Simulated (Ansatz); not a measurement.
CH4Cl3NZr, SMILES `C[NH][Zr]([Cl])([Cl])[Cl]` from Hartree–Fock to CCSD(T)

Z-matrix (Å, degrees):
```
Zr
N 1 1.982
C 1 3.047 2 23.1
Cl 1 2.338 2 107.0 3 -180.0
Cl 1 2.347 2 106.7 3 -58.0
Cl 1 2.347 2 106.7 3 58.0
H 1 2.670 2 18.6 3 -180.0
H 3 1.094 1 77.7 2 180.0
H 3 1.095 1 123.5 2 77.4
H 3 1.095 1 123.5 2 -77.4
```

Total charge 0; spin multiplicity 1. Correlated methods include outer-core shells of Zr, which these sets cover unevenly. Zr takes the def2 core potential. The geometry is a stationary point of PBE0-D4/def2-TZVP. It is one conformer, not always the lowest. Frozen core, restricted reference, Ansatz 0.2.0.

| basis | HF (Eh) | MP2 corr. | CCSD corr. | (T) | CCSD(T) total |
| --- | --- | --- | --- | --- | --- |
| def2-SVP | -1519.46118 | -0.95559 | ? | -0.03274 | ? |
| def2-TZVPP | -1520.04998 | ? | ? | -0.06294 | ? |
| def2-QZVPP | ? | -1.43799 | – | – | – |

Q: Fill in the withheld values. (Estimate.)

A: The calculation gave: def2-SVP CCSD corr.: -1.00453; def2-SVP CCSD(T) total: -1520.49845; def2-TZVPP MP2 corr.: -1.30242; def2-TZVPP CCSD corr.: -1.35450; def2-TZVPP CCSD(T) total: -1521.46742; def2-QZVPP HF (Eh): -1520.09690.
